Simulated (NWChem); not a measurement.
# AlH$_{2}$ cation; SMILES [AlH2+]

```xyz
3

Al     0.0000     0.0000     0.0000
H      0.0000     0.0000    -1.5536
H      0.0000     0.0000     1.5536
```
Atoms are numbered in this order, from 1.

The geometry was optimised at PBE0-D3(BJ)/def2-TZVP.

 Unshifted, non-relativistic core excitations; the lowest 4 roots alone, so stronger bands may lie above.

### Question
List the first Al K-edge excitations from B3LYP/def2-TZVP, restricted-window TDA (NWChem).

### Answer
```json
[
 {"state": "S1", "energy (eV)": "1522.7", "dipole oscillator strength": "0.0076", "leading excitation (squared amplitude)": "1s of atom 1 or its equivalents → LUMO (0.99)"},
 {"state": "S2", "energy (eV)": "1522.7", "dipole oscillator strength": "0.0076", "leading excitation (squared amplitude)": "1s of atom 1 or its equivalents → LUMO+1 (0.99)"},
 {"state": "S3", "energy (eV)": "1523.7", "dipole oscillator strength": "0.0000", "leading excitation (squared amplitude)": "1s of atom 1 or its equivalents → LUMO+2 (1.00)"},
 {"state": "S4", "energy (eV)": "1529.1", "dipole oscillator strength": "0.0000", "leading excitation (squared amplitude)": "1s of atom 1 or its equivalents → LUMO+3 (1.00)"}
]
```
